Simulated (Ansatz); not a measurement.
Consider the ligand exchange at a B–N bond: `NB(N)O[SiH3]` + HBr → `NB(Br)O[SiH3]` + NH₃.

Program: Ansatz. Geometries: PBE0-D4/def2-TZVP. ΔE: electronic, gas phase. CBS: MP2 limit from def2 TZ/QZ plus the TZ coupled-cluster correction, frozen cores. This one scheme is used for every species. Functionals use def2-TZVPP. B3LYP here is the variant with VWN-RPA as its local correlation; programs differ in this. HSE06 is defined as in plane-wave codes. For Br outer-core shells are correlated without core-valence functions, which leaves a few kJ/mol of doubt a bond. Scalar relativity is left out up to krypton. One conformer a species, not always the lowest.

`NB(N)O[SiH3]`:

Cartesian coordinates in Å:
```
N 0.168 -1.559 -0.022
B -0.605 -0.400 -0.287
N -1.846 -0.457 -0.960
O -0.160 0.852 0.108
Si 1.226 1.476 0.694
H 1.014 -1.533 0.516
H -0.126 -2.486 -0.268
H -2.368 0.378 -1.154
H -2.280 -1.302 -1.278
H 2.034 0.440 1.402
H 0.890 2.555 1.655
H 2.052 2.038 -0.407
```

HBr:

Z-matrix (Å, degrees):
```
Br
H 1 1.420
```

`NB(Br)O[SiH3]`:

Z-matrix (Å, degrees):
```
Si
O 1 1.655
H 1 1.482 2 105.8
H 1 1.483 2 110.5 3 118.9
H 1 1.483 2 110.5 3 -119.0
B 2 1.352 1 133.2 3 180.0
Br 6 1.958 2 119.8 1 -0.1
N 6 1.391 2 122.0 1 179.9
H 8 1.003 6 123.1 2 180.0
H 8 1.006 6 121.5 2 -0.0
```

NH₃:

Cartesian coordinates in Å:
```
N 0.123 0.102 -0.232
H 0.734 -0.532 0.268
H -0.132 0.840 0.413
H -0.724 -0.409 -0.448
```

| level | ΔE (kJ/mol) | difference from CCSD(T)/CBS |
| --- | --- | --- |
| BLYP-D4 | -3.0 | 3.8 |
| PBE0-D4 | -4.7 | 2.1 |
| ωB97X-V | -2.6 | 4.2 |
| B3LYP | 2.5 | 9.3 |
| HSE06 | -3.3 | 3.5 |
| RPA@PBE/def2-TZVPP | -5.2 | 1.6 |
| HF/def2-SVP | 9.0 | 15.8 |
| MP2/def2-SVP | -4.0 | 2.8 |
| MP2/def2-TZVPP | -10.3 | -3.5 |
| HF/CBS(def2) | 7.3 | 14.1 |
| CCSD(T)/CBS | -6.8 | 0 |

Largest T1 diagnostic among the species: 0.011.

The D4 term adds −3.3 kJ/mol with B3LYP and −1.6 kJ/mol with PBE0; it sums over pairs of atoms, weighted by their polarisabilities, and B3LYP, whose exchange is more repulsive, gets the larger term. From BLYP to BHLYP (50 % exact exchange), in def2-TZVPP and without D4, ΔE moves by +5.2 kJ/mol.
